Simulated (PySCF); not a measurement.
# What a mistake does to a calculation on AlBCH5Si

All numbers below are calculated, not measured. They come from PySCF 2.14.0, an open-source quantum chemistry program, on an isolated molecule that a program drew, which may never have been made. The molecule is AlBCH5Si (charge 0, doublet), drawn as the SMILES string `B[C]([AlH])=[SiH2]`.

Each row is a Hartree-Fock (HF) and frozen-core CCSD(T) single point in the cc-pV(D+d)Z basis, meant for a local HF minimum. Run 1 is clean. Each other run has one planted mistake out of seven kinds, and not every kind appears here: one electron removed, one electron added, multiplicity raised by two, geometry at a saddle point, minimal basis STO-3G, one bond length entered in bohr, all coordinates scaled. The reference is restricted for singlets and unrestricted otherwise, and also for a bond in bohr. Adding or removing an electron swaps singlet and doublet. Electrons count all cores. HOMO and LUMO are orbital energies over both spins, the gradient is its largest component, and the lowest frequency (negative if imaginary) is given only where the gradient is small. Bond lengths are over the 8 bonds as drawn. T1 is the CCSD diagnostic: over 0.02 (restricted) or 0.045 (unrestricted) a single reference is doubtful.

Geometry of the clean run:
```xyz
9
AlBCH5Si, angstrom
B    -0.7005    0.7421    0.8431
C     0.4024    0.3948   -0.1805
Al    0.4401   -1.2458   -1.2133
Si    1.6217    1.5871   -0.3460
H    -1.6209   -0.0065    1.0607
H    -0.6843    1.7786    1.4666
H     1.6555   -1.4559   -2.2348
H     1.6562    2.8554    0.4060
H     2.7776    1.4868   -1.2573
```

| run | electrons | basis functions | <S^2> | HOMO (eV) | LUMO (eV) | gradient (hartree/bohr) | lowest frequency (cm^-1) | mean bond (Å) | longest bond (Å) | T1 | HF (hartree) | CCSD(T) (hartree) | mistake |
|---|---|---|---|---|---|---|---|---|---|---|---|---|---|
| 1 | 43 | 99 | 0.754 | -7.68 | 0.67 | 3.1e-05 | 169 | 1.5205 | 1.939 | 0.0151 | -596.23637 | -596.66070 | no fault |
| 2 | 43 | 99 | 1.843 | -7.66 | 0.65 | 1.9e-02 | - | 1.6923 | 2.918 | 0.0599 | -596.08650 | -596.49233 | one bond length entered in bohr |
| 3 | 42 | 99 | 0.000 | -14.36 | -6.03 | 5.0e-02 | - | 1.5205 | 1.939 | 0.0165 | -595.98386 | -596.40214 | one electron removed |
| 4 | 43 | 99 | 3.775 | -6.44 | -1.00 | 8.6e-02 | - | 1.5205 | 1.939 | 0.0178 | -596.15301 | -596.54498 | ? |
| 5 | 43 | 99 | 0.752 | -7.29 | 0.94 | 6.5e-02 | - | 1.3791 | 1.759 | 0.0130 | -596.14901 | -596.56340 | ? |

**Which mistake was planted in run 4, and what did it cost?**

Electrons, basis and geometry are unchanged, and <S^2> is 3.775, beside S(S+1) = 3.75 for a multiplicity of 4. So the mistake is: multiplicity raised by two. Subtracting run 1 and multiplying by 627.51 kcal/mol a hartree, the energy moved by 52.3 kcal/mol in HF and 72.6 kcal/mol in CCSD(T).

**Which mistake was planted in run 5, and what did it cost?**

The mean and the longest bond both change by the same factor, 0.907, and the gradient is no longer small. So the mistake is: all coordinates scaled. Subtracting run 1 and multiplying by 627.51 kcal/mol a hartree, the energy moved by 54.8 kcal/mol in HF and 61.1 kcal/mol in CCSD(T).

Cautions from the logs. Run 2: T1 is over the limit, so its CCSD(T) energy is less reliable.
